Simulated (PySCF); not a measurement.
# Mayer bond orders and bond lengths

C4H4F4.
SMILES with atom numbers: `[F:1][CH2:2]/[CH:3]=[C:4](/[F:5])[CH:6]([F:7])[F:8]` (hydrogens: H9, H10 on C2; H11 on C3; H12 on C6)

Geometry (GFN2-xTB, Å), atoms numbered from 1 in this order:
```
atom  x, y, z in Å
F1     2.5861    0.3112    1.0842
C2     1.2745   -0.0189    0.8818
C3     0.8160    0.5100   -0.4370
C4    -0.4043    0.3388   -0.9212
F5    -0.7531    0.8444   -2.1208
C6    -1.5306   -0.4023   -0.2491
F7    -1.8118    0.1395    0.9627
F8    -1.1840   -1.6901    0.0000
H9     0.7027    0.4138    1.7120
H10    1.2081   -1.1128    0.9259
H11    1.5462    1.0639   -1.0092
H12   -2.4485   -0.3981   -0.8553
```

Bond orders from the PBE0/pcSseg-1 density (PySCF). One conformer (not necessarily the lowest) at the GFN2-xTB geometry, without solvent, vibrations or thermal averaging.

**Question.** Where do the orders between heavy atoms depart from those drawn in the SMILES?

**Answer.** The largest departure is 0.171, at C3–C4 (drawn double, 1.829).

**Question.** Set the Mayer orders of the bonds between heavy atoms beside their lengths.

**Answer.** 
| bond | drawn as | length (Å) | Mayer order |
| --- | --- | --- | --- |
| F1–C2 | single | 1.368 | 0.880 |
| C2–C3 | single | 1.493 | 1.011 |
| C3–C4 | double | 1.324 | 1.829 |
| C4–F5 | single | 1.348 | 0.922 |
| C4–C6 | single | 1.507 | 1.005 |
| C6–F7 | single | 1.357 | 0.947 |
| C6–F8 | single | 1.357 | 0.948 |

By pair of heavy elements: C–F: lowest F1–C2 (0.880, 1.368 Å), highest C6–F8 and C6–F7 (0.948, 1.357 Å); in 2 of the 6 pairs the longer bond (by over 0.003 Å) has the higher order (by 0.02 or more). C–C: lowest C4–C6 (1.005, 1.507 Å), highest C3–C4 (1.829, 1.324 Å). Bonds named together lie within 0.004.

**Question.** And the bonds to hydrogen?

**Answer.** C–H: 0.94 (4 bonds).

**Question.** Sum the orders of all bonds at each heavy atom with more than one neighbour and set the sums beside the valence in the SMILES.

**Answer.** C2 3.769 (drawn 4), C3 3.780 (drawn 4), C4 3.756 (drawn 4), C6 3.841 (drawn 4). Orders between atoms that aren't bonded are not in these sums.

Mayer orders depend on the basis set.
